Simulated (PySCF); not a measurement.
C3H5BF2, SMILES FB1[C@@H](F)CC1. Geometry optimised at PBE-D3(BJ)/def2-SVP. The structure was generated by enumeration; whether it is a known compound was not checked.

All values below come from PBE-D3(BJ)/def2-SVP (PySCF).

Harmonic wavenumbers (cm⁻¹): 92, 162, 297, 379, 510, 592, 684, 712, 861, 872, 883, 945, 1012, 1068, 1116, 1146, 1170, 1212, 1317, 1349, 1399, 1446, 2965, 2991, 3019, 3058, 3085. Rotational constants (GHz): 4.539, 3.473, 2.146; symmetry number 1.

Work out the zero-point energy and the ideal-gas rigid-rotor harmonic-oscillator thermochemistry at 298.15 K and 1 atm.

ZPE = ½ Σ hcν = ½ × 34341 cm⁻¹ = 205.41 kJ/mol. H − E(el) = 223.56 kJ/mol. Entropy in J/(mol K): translation 164.85, rotation 111.52, vibration 47.48, total 323.85. G − E(el) = 127.00 kJ/mol. Cp = 96.48 J/(mol K). Modes under 150 cm⁻¹ make the vibrational entropy uncertain.
